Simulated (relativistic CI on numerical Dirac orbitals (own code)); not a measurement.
# Level scheme of Gd⁴⁹⁺

These numbers are calculated, not measured: Dirac-Coulomb-Breit CI, separate exchange-only KLI orbitals for each configuration, QED by a radiative potential, unscaled Slater integrals (own radial code, finite nucleus).

Configuration list (outside the closed core [Ne]): 3s²3p³, 3s3p⁴, 3s²3p²3d, 3p⁵, 3s3p³3d, 3p⁴3d, 3s3p²3d², 3s²3p3d4p, 3p⁴4s, 3s3p²3d4s, 3p⁴4p, 3s²3p²4s, 3s²3p3d², 3s²3d³, 3s3p3d³, 3s²3d²4s, 3p³3d², 3p²3d³, 3p²3d²4s, 3s²3p3d4s, 3s3p3d²4s, 3s²3d4s², 3s3p²3d4p, 3s3p3d²4p, 3p²3d²4p, 3s3p3d4s4p. Double excitations out of closed p, d and f shells are left out; levels of such configurations are missing from the list, as are those of other unlisted configurations, and high levels can miss mixing partners.

The lowest level is 3s²3p³ ²P°3/2, with 46 % of that term; Hund's rules for 3s²3p³ give ⁴S° with J = 3/2, of which the calculation keeps J, while another term leads.

| No. | Configuration | Term | J | E (eV) | % | Landé g | Lifetime (s) |
| --- | --- | --- | --- | --- | --- | --- | --- |
| 1 | 3s²3p³ | ²P° | 3/2 | 0.000 | 46 | 1.361 |  |
| 2 | 3s²3p³ | ⁴S° | 3/2 | 166.439 | 54 | 1.450 | 2.16e-08 |
| 3 | 3s²3p³ | ²D° | 5/2 | 176.748 | 99 | 1.190 | 1.17e-07 |
| 4 | 3s²3p³ | ²P° | 1/2 | 189.495 | 99 | 0.653 | 3.34e-08 |
| 5 | 3s²3p²3d | ²D | 3/2 | 190.522 | 38 | 0.778 | 1.40e-10 |
| 6 | 3s²3p²3d | ²D | 5/2 | 240.731 | 29 | 1.212 | 1.04e-11 |
| 7 | 3s3p⁴ | ⁴P | 5/2 | 306.047 | 66 | 1.456 | 6.95e-12 |
| 8 | 3s3p⁴ | ²P | 3/2 | 331.431 | 31 | 1.148 | 2.84e-12 |
| 9 | 3s3p⁴ | ²S | 1/2 | 331.669 | 52 | 2.110 | 4.13e-12 |
| 10 | 3s²3p²3d | ²F | 5/2 | 355.487 | 46 | 0.956 | 2.11e-10 |
| 11 | 3s²3p³ | ²P° | 3/2 | 357.497 | 52 | 1.296 | 9.48e-09 |
| 12 | 3s²3p²3d | ⁴F | 3/2 | 357.634 | 32 | 0.912 | 1.13e-11 |
| 13 | 3s²3p²3d | ⁴D | 1/2 | 357.759 | 79 | 0.207 | 1.43e-10 |
| 14 | 3s²3p²3d | ²G | 7/2 | 365.886 | 47 | 1.041 | 5.21e-09 |
| 15 | 3s²3p²3d | ²D | 5/2 | 390.779 | 33 | 1.192 | 8.18e-13 |
| 16 | 3s²3p²3d | ⁴D | 7/2 | 396.591 | 47 | 1.304 | 1.83e-09 |
| 17 | 3s²3p²3d | ⁴P | 3/2 | 398.232 | 25 | 1.244 | 4.72e-13 |
| 18 | 3s²3p²3d | ²P | 1/2 | 398.389 | 38 | 1.676 | 6.41e-13 |
| 19 | 3s²3p²3d | ²P | 3/2 | 404.347 | 42 | 1.360 | 1.33e-11 |
| 20 | 3s²3p²3d | ²G | 9/2 | 407.799 | 59 | 1.191 | 1.55e-06 |
| 21 | 3s²3p²3d | ²F | 5/2 | 408.380 | 32 | 1.138 | 1.11e-11 |
| 22 | 3s²3p²3d | ²F | 7/2 | 428.379 | 55 | 1.110 | 3.98e-12 |
| 23 | 3s²3p²3d | ²D | 5/2 | 429.240 | 40 | 1.246 | 2.13e-12 |
| 24 | 3s²3p²3d | ²D | 3/2 | 435.489 | 62 | 0.929 | 4.78e-12 |
| 25 | 3s²3p²3d | ²P | 1/2 | 438.435 | 52 | 1.247 | 3.38e-12 |
| 26 | 3s3p⁴ | ⁴P | 3/2 | 484.829 | 62 | 1.443 | 2.20e-12 |
| 27 | 3s3p³3d | ⁴D° | 5/2 | 491.287 | 28 | 1.284 | 3.87e-11 |
| 28 | 3s3p³3d | ⁶D° | 3/2 | 493.184 | 28 | 1.299 | 2.23e-11 |
| 29 | 3s3p³3d | ⁴P° | 1/2 | 494.533 | 42 | 2.489 | 4.19e-11 |
| 30 | 3s3p⁴ | ²D | 5/2 | 498.742 | 63 | 1.283 | 2.26e-12 |
| 31 | 3s3p³3d | ⁴F° | 7/2 | 499.120 | 24 | 1.290 | 4.34e-11 |
| 32 | 3s3p³3d | ²D° | 3/2 | 514.803 | 24 | 0.994 | 4.18e-12 |
| 33 | 3s3p⁴ | ²P | 1/2 | 516.148 | 44 | 1.350 | 1.13e-12 |
| 34 | 3s3p⁴ | ²P | 3/2 | 518.168 | 43 | 1.139 | 9.95e-13 |
| 35 | 3s3p³3d | ²F° | 5/2 | 527.227 | 27 | 0.872 | 2.19e-12 |
| 36 | 3s3p³3d | ⁴D° | 1/2 | 530.465 | 45 | 0.564 | 1.96e-12 |
| 37 | 3s3p³3d | ⁴F° | 9/2 | 533.258 | 45 | 1.368 | 4.20e-11 |
| 38 | 3s3p³3d | ⁴D° | 5/2 | 546.736 | 31 | 1.389 | 5.57e-12 |
| 39 | 3s3p³3d | ²F° | 7/2 | 554.995 | 30 | 1.244 | 5.61e-12 |
| 40 | 3s3p³3d | ²D° | 3/2 | 555.130 | 30 | 1.153 | 7.35e-12 |
| 41 | 3s²3p3d² | ⁴G° | 5/2 | 557.452 | 46 | 0.771 | 1.55e-12 |
| 42 | 3s²3p²3d | ²D | 5/2 | 559.836 | 26 | 1.179 | 8.13e-13 |
| 43 | 3s²3p²3d | ²F | 7/2 | 560.438 | 49 | 1.119 | 1.15e-12 |
| 44 | 3s²3p²3d | ²D | 3/2 | 562.153 | 25 | 1.185 | 5.88e-13 |
| 45 | 3s²3p²3d | ⁴P | 1/2 | 563.013 | 37 | 1.576 | 5.64e-13 |
| 46 | 3s3p³3d | ²F° | 7/2 | 569.618 | 24 | 1.167 | 2.20e-12 |
| 47 | 3s3p³3d | ²P° | 1/2 | 575.697 | 43 | 0.590 | 4.99e-12 |
| 48 | 3s²3p²3d | ²F | 7/2 | 576.998 | 53 | 1.221 | 5.29e-11 |
| 49 | 3s²3p²3d | ²D | 3/2 | 578.232 | 67 | 0.853 | 8.55e-13 |
| 50 | 3s²3p²3d | ⁴F | 9/2 | 579.067 | 59 | 1.236 | 1.67e-08 |
| 51 | 3s3p³3d | ²F° | 5/2 | 580.739 | 25 | 1.077 | 2.04e-12 |
| 52 | 3s3p³3d | ⁴D° | 3/2 | 582.273 | 24 | 1.365 | 2.04e-12 |
| 53 | 3s²3p²3d | ²P | 1/2 | 584.337 | 49 | 1.325 | 3.17e-11 |
| 54 | 3s²3p3d² | ⁴D° | 1/2 | 591.809 | 39 | 0.637 | 6.65e-13 |
| 55 | 3s²3p3d² | ⁴F° | 3/2 | 595.097 | 35 | 0.747 | 4.50e-13 |
| 56 | 3s²3p3d² | ⁴G° | 7/2 | 599.810 | 55 | 1.032 | 6.02e-12 |
| 57 | 3s²3p3d² | ²D° | 5/2 | 602.678 | 24 | 1.085 | 5.26e-12 |
| 58 | 3s²3p²3d | ²D | 5/2 | 604.372 | 76 | 1.201 | 7.82e-10 |
| 59 | 3s²3p3d² | ⁴D° | 3/2 | 607.853 | 39 | 1.229 | 3.15e-12 |
| 60 | 3s²3p3d² | ⁴P° | 1/2 | 608.001 | 39 | 1.863 | 6.64e-12 |
| 61 | 3s²3p3d² | ²H° | 9/2 | 612.047 | 41 | 1.050 | 6.90e-12 |
| 62 | 3s²3p²3d | ²P | 3/2 | 616.590 | 41 | 1.171 | 2.26e-12 |
| 63 | 3s²3p²3d | ²D | 5/2 | 621.396 | 51 | 1.160 | 1.80e-12 |
| 64 | 3s²3p3d² | ⁴D° | 5/2 | 636.548 | 25 | 1.174 | 5.40e-13 |
| 65 | 3s²3p3d² | ²F° | 7/2 | 637.053 | 29 | 1.224 | 8.36e-13 |
| 66 | 3s²3p3d² | ⁴D° | 3/2 | 644.022 | 22 | 1.364 | 5.29e-13 |
| 67 | 3p⁵ | ²P° | 3/2 | 647.239 | 23 | 1.200 | 2.23e-12 |
| 68 | 3s²3p3d² | ²F° | 7/2 | 655.240 | 31 | 1.184 | 2.59e-12 |
| 69 | 3s3p³3d | ⁴F° | 5/2 | 656.498 | 37 | 1.203 | 3.84e-12 |
| 70 | 3s²3p3d² | ²H° | 9/2 | 656.862 | 27 | 1.121 | 5.93e-12 |

Energies count from the lowest computed level; ° marks odd parity; lifetimes are radiative, by E1, M1, E2, M2, E3 decay to levels of this space only.

The mean weight of the leading LS term, summed over parents, in these 70 levels is 43 %, and that of the leading jj configuration (from the same eigenvectors) 87 %, so jj coupling describes them better and the LS labels are nominal.

At this charge energies of transitions that change n are usually good to better than 1 %, and those within a shell (Δn = 0) to a few per cent.

LS names give the leading component of a level, which can be under half, so a name can repeat, a term be missing and a line seem to break the LS rules.
